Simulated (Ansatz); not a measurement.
Reaction (redistribution): `[Br][SnH]([Br])[Br]` + `[OH][Sn]([OH])([OH])[OH]` → `[OH][SnH]([Br])[Br]` + `[OH][Sn]([OH])([OH])[Br]`

Computed with Ansatz on PBE0-D4/def2-TZVP structures; ΔE is electronic, products minus reactants. CCSD(T)/CBS adds triple-zeta CCSD(T) − MP2 to the extrapolated MP2 energy (def2 sets, frozen cores). DFT in def2-TZVPP. Elements past krypton have def2 core potentials. For Br, Sn outer-core shells are correlated without core-valence functions, which leaves a few kJ/mol of doubt a bond. Scalar relativity is left out up to krypton. One conformer a species, not always the lowest.

| level | ΔE (kJ/mol) |
| --- | --- |
| revPBE | -5.0 |
| PBE0 | -2.8 |
| CAM-B3LYP | -2.9 |
| MP2/def2-QZVPP | 0.4 |

Problem. What does CCSD(T)/CBS give? (Best estimate.)

Solution. Ansatz gave: 0.0 kJ/mol. The listed levels differ from it by -5.0, -2.8, -2.9, 0.4 kJ/mol.

Largest T1 diagnostic among the species: 0.015.

From BLYP to BHLYP (50 % exact exchange), in def2-TZVPP and without D4, ΔE moves by +3.2 kJ/mol. Leaving LDA and LC-ωPBE aside and taking each functional with its dispersion term where it has one, the values, not all of them listed here, spread over 5.0 kJ/mol, from B97M-V to BHLYP-D4.
